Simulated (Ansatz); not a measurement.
A nudged elastic band was laid between two geometries of CH5AlOS (9 atoms, charge 0, multiplicity 1).

Computed with RKS B3LYP-D4/cc-pVDZ (Ansatz 0.2.0).

```yaml
movable_images: 7
climbing_image: yes
spring: 5.0 eV/Å²
optimiser: quadratic models (default)
start_path: through a guess of the saddle point
force_threshold: 0.03 eV/Å
iteration_limit: 56
end_points: relaxed
```

Image 0:

```xyz
9
Properties=species:S:1:pos:R:3
C -0.018 1.021 -1.491
S 0.170 1.164 0.347
Al -0.005 -0.949 0.936
O 0.098 -1.420 2.593
H -0.156 -0.024 -1.808
H -0.892 1.611 -1.801
H 0.886 1.425 -1.967
H -0.227 -2.079 -0.142
H 0.233 -0.795 3.316
```

Image 8:

```xyz
9
Properties=species:S:1:pos:R:3
C 0.036 1.211 -1.116
S -0.183 -0.594 -1.497
Al -0.093 -1.463 0.511
O 0.135 -0.308 1.785
H 0.137 1.379 -0.036
H 0.937 1.565 -1.635
H -0.843 1.750 -1.496
H -0.229 -3.018 0.754
H 0.191 -0.569 2.712
```

(1) Which bonds break or form, and what moves?

(2) What energy profile does the band end with?

(3) What is the geometry of the highest image?

(4) What are the harmonic wavenumbers there?

Results:

(1) No bond is made or broken. The dihedral C1–S2–Al3–O4 goes from -180 to 0°.

(2) The run converged. The highest image is number 3 of 0 to 8, 5.4 kcal/mol above the first end and 5.6 kcal/mol above the last; the last end lies 0.2 kcal/mol below the first. A vibrational analysis at the climbing image gives one clearly imaginary mode, 96i cm⁻¹: a first-order saddle point.

```
image  path coordinate (Å)  energy (kcal/mol)  dihedral C1–S2–Al3–O4 (°)
    0                 0.00                0.0                       -180
    1                 0.98                1.1                       -152
    2                 1.97                3.9                       -119
    3                 2.95                5.4                        -87
    4                 4.02                3.6                        -50
    5                 5.09                2.0                        -26
    6                 6.16                0.2                          0
    7                 7.23                0.1                          2
    8                 8.30               -0.2                          0
```

(3) 
```xyz
9
Properties=species:S:1:pos:R:3
C -0.098 1.059 -1.261
S 1.378 0.250 -0.470
Al 0.314 -1.296 0.734
O -0.277 -0.935 2.319
H -0.714 0.334 -1.813
H -0.713 1.590 -0.520
H 0.303 1.790 -1.977
H 0.013 -2.762 0.241
H -0.117 -0.076 2.730
```

(4) 96i, 88, 120, 197, 407, 454, 497, 613, 675, 699, 838, 949, 962, 1326, 1453, 1455, 1940, 3044, 3136, 3145, 3850 cm⁻¹.

The run took 6.5 min on 1 thread of Arm Neoverse V2, with other jobs on the host, peak memory 0.18 GiB.
